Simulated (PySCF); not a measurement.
**Two-photon absorption: SMILES N#CC=C=CC#N, C$_{5}$H$_{2}$N$_{2}$**

Cartesian coordinates in Å; atom numbers follow the order of the lines, from 1:
```xyz
9

N    -3.142    1.014   -0.544
C    -2.280    0.306   -0.262
C    -1.239   -0.590    0.108
C    -0.026   -0.493   -0.360
C     1.187   -0.429   -0.833
C     2.218    0.321   -0.202
N     3.071    0.918    0.287
H    -1.487   -1.382    0.811
H     1.443   -0.964   -1.744
```

Theory: TDDFT CAM-B3LYP/def2-TZVPD excited states, vertical, gas phase (PySCF). Geometry: PBE0-D3(BJ)/def2-TZVP.

Singlets 3 and 4, 5 and 6 lie within 0.01 eV of each other, so their separate moments and overlaps can depend on how they mix.

Give the one- and two-photon strengths of the lowest singlets.

δ for parallel linear polarisation; σ at the peak of a Lorentzian of half width 0.1 eV, single beam; Ω is circular over linear.
| state | E (eV) | f | photon λ (nm) | δ (au) | σ (GM) | Ω | main |
| --- | --- | --- | --- | --- | --- | --- | --- |
| S1 | 5.35 | 0.001 | 464 | <0.1 | 0.00 | – | HOMO−1→LUMO 0.47, HOMO→LUMO+1 0.47 |
| S2 | 5.53 | 0.000 | 448 | 0.22 | 0.00 | 1.03 | HOMO→LUMO 0.48, HOMO−1→LUMO+1 0.46 |
| S3 | 6.44 | 0.129 | 385 | 26.5 | 0.40 | 0.62 | HOMO−1→LUMO+1 0.40, HOMO→LUMO 0.36 |
| S4 | 6.44 | 0.766 | 385 | 7.61 | 0.12 | 1.06 | HOMO−1→LUMO 0.40, HOMO→LUMO+1 0.36 |
| S5 | 6.57 | 0.002 | 377 | 0.23 | 0.00 | 1.47 | HOMO−2→LUMO+1 0.38, HOMO−3→LUMO 0.36 |
| S6 | 6.57 | 0.000 | 377 | 0.21 | 0.00 | 1.34 | HOMO−2→LUMO 0.39, HOMO−3→LUMO+1 0.35 |

Among these, the strongest one-photon state is S4, the strongest two-photon state S3, with a dipole change of 1.2 D (relaxed, norm of the difference vector).
